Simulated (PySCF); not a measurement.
bromoethene (C2H3Br), SMILES BrC=C.

Geometry optimised at PBE0-D3(BJ)/def2-TZVP.

Two levels are set side by side: TDDFT-PBE/def2-SVPD (PySCF) and ADC(2)/aug-cc-pVDZ (PySCF). Vertical, same geometry; the bases differ. Differences are taken from unrounded values.

```
quantity                        ADC(2)  TDDFT-PBE  TDDFT-PBE minus ADC(2)
------------------------------  ------  ---------  ----------------------
lowest singlet excitation (eV)    6.23       5.64                   -0.59
```

Functionals without exact exchange tend to place singlet excitations lower, as here. Differences between two approximate levels are no errors against the true value.

Rough cost on one machine, each run with all the roots and properties that it gave: ADC(2) against TDDFT-PBE about 20 times.
